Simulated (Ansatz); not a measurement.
Ansatz (a quantum-chemistry and plane-wave program) input (RPA@PBE/cc-pVQZ):

Ansatz 0.2 input:
```yaml
crystal:
  periodic: [false, false, false]
  atoms:
    - {symbol: F, position_ang: [2.27473807, -0.27201736, -0.01841880]}
    - {symbol: B, position_ang: [1.06402718, -0.12723833, -0.00861554]}
    - {symbol: B, position_ang: [-0.68855888, 0.08233914, 0.00557533]}
    - {symbol: F, position_ang: [-1.10369992, 1.29599113, 0.10199446]}
    - {symbol: F, position_ang: [-1.37963165, -0.99902978, -0.08188666]}
basis:
  gaussian:
    orbitals: cc-pVQZ
hamiltonian:
  xc: pbe
total_charge: 1
magnetization: {spin_polarized: false}
correlation: {method: rpa, electrons: outside_noble_gas}
```

End of the output:

```
integrals: 0.74 GiB planned
1707 factors; integrals over basis functions are off by at most 1.1e-3 eV
mean field: 1.64 GiB planned
mean field evaluation 1: about -9479.9182 eV, gradient 9.9e1 eV
mean field evaluation 2: about -9479.9177 eV, gradient 9.9e1 eV
mean field evaluation 4: about -9490.9094 eV, gradient 2.3e1 eV
mean field evaluation 8: about -9492.1864 eV, gradient 3.4e-1 eV
mean field evaluation 16: about -9492.1861 eV, gradient 3.4e-5 eV
mean field evaluation 32: about -9432.5798 eV, gradient 5.3e1 eV
mean field -9492.18608634 eV, -348.8314046380 hartree, gradient 2.7e-6 eV, S^2 0.000000; 0 other end points of the search recorded, 0 dependent functions left out
5 core orbitals not correlated
reference -9459.35660015 eV, -347.6249432732 hartree; 13, 13 occupied and 257, 257 virtual orbitals, 1707 factors
Total energy: -9500.36331725 eV, -349.1319123313 hartree
```
